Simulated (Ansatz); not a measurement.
The inner images of a band of CH$_{6}$N$_{2}$Si (10 atoms, charge 0, multiplicity 1) are given out of order.

Computed with RKS PBE-D4/STO-3G (Ansatz 0.2.0).

Initial state:

```xyz
10
Properties=species:S:1:pos:R:3
C -1.697 0.864 -0.362
N -0.703 0.225 -0.934
Si 0.306 -0.775 0.250
N 2.030 -0.314 0.226
H -2.360 1.506 -0.989
H -1.986 0.847 0.722
H -0.183 -0.622 1.620
H 0.213 -2.157 -0.202
H 2.361 -0.345 -0.783
H 2.101 0.721 0.456
```

Final state:

```xyz
10
Properties=species:S:1:pos:R:3
C -1.799 0.834 -0.411
N -0.784 0.204 -0.954
Si 0.311 -0.634 0.255
N 1.898 0.189 0.092
H -2.517 1.369 -1.076
H -2.054 0.910 0.679
H -0.111 -0.493 1.648
H 0.276 -2.053 -0.118
H 2.291 -0.070 -0.862
H 2.572 -0.306 0.751
```

Q: Put them in order from the first end to the last, with their energies above the first end.
A.
```xyz
10
Properties=species:S:1:pos:R:3
C -1.814 0.838 -0.384
N -0.822 0.215 -0.976
Si 0.311 -0.639 0.191
N 1.898 0.162 0.002
H -2.557 1.385 -1.011
H -2.025 0.897 0.716
H -0.091 -0.496 1.590
H 0.261 -2.049 -0.205
H 2.438 -0.310 -0.779
H 2.483 -0.052 0.860
```
B.
```xyz
10
Properties=species:S:1:pos:R:3
C -1.723 0.853 -0.367
N -0.682 0.283 -0.928
Si 0.314 -0.740 0.248
N 2.052 -0.345 0.220
H -2.396 1.487 -0.992
H -2.045 0.782 0.706
H -0.160 -0.574 1.622
H 0.170 -2.117 -0.207
H 2.379 -0.355 -0.791
H 2.174 0.675 0.491
```
C.
```xyz
10
Properties=species:S:1:pos:R:3
C -1.780 0.847 -0.370
N -0.743 0.299 -0.962
Si 0.313 -0.694 0.198
N 2.031 -0.350 0.182
H -2.511 1.426 -0.983
H -2.043 0.811 0.721
H -0.133 -0.519 1.579
H 0.147 -2.067 -0.265
H 2.486 -0.340 -0.765
H 2.318 0.536 0.667
```
D.
```xyz
10
Properties=species:S:1:pos:R:3
C -1.800 0.840 -0.371
N -0.776 0.278 -0.969
Si 0.310 -0.684 0.185
N 1.981 -0.265 0.123
H -2.539 1.415 -0.980
H -2.047 0.821 0.724
H -0.119 -0.510 1.573
H 0.161 -2.062 -0.273
H 2.536 -0.356 -0.751
H 2.375 0.471 0.741
```
E.
```xyz
10
Properties=species:S:1:pos:R:3
C -1.810 0.842 -0.369
N -0.801 0.262 -0.974
Si 0.307 -0.675 0.175
N 1.938 -0.161 0.059
H -2.551 1.415 -0.975
H -2.042 0.839 0.730
H -0.107 -0.506 1.568
H 0.174 -2.060 -0.272
H 2.560 -0.391 -0.735
H 2.415 0.384 0.796
```
F.
```xyz
10
Properties=species:S:1:pos:R:3
C -1.815 0.845 -0.366
N -0.817 0.252 -0.976
Si 0.307 -0.665 0.167
N 1.911 -0.047 0.001
H -2.557 1.420 -0.971
H -2.035 0.854 0.734
H -0.096 -0.506 1.565
H 0.192 -2.057 -0.269
H 2.558 -0.427 -0.717
H 2.435 0.279 0.836
```
G.
```xyz
10
Properties=species:S:1:pos:R:3
C -1.751 0.848 -0.370
N -0.702 0.305 -0.944
Si 0.316 -0.711 0.225
N 2.057 -0.369 0.211
H -2.459 1.448 -0.990
H -2.049 0.785 0.710
H -0.145 -0.535 1.601
H 0.145 -2.084 -0.234
H 2.424 -0.342 -0.782
H 2.248 0.606 0.576
```

A: B (+0.002 eV), G (+0.013 eV), C (+0.048 eV), D (+0.107 eV), E (+0.154 eV), F (+0.172 eV), A (+0.132 eV).

Time of the run: 3.9 min on 1 thread of Arm Neoverse V1, on a shared host, peak memory 0.2 GiB.
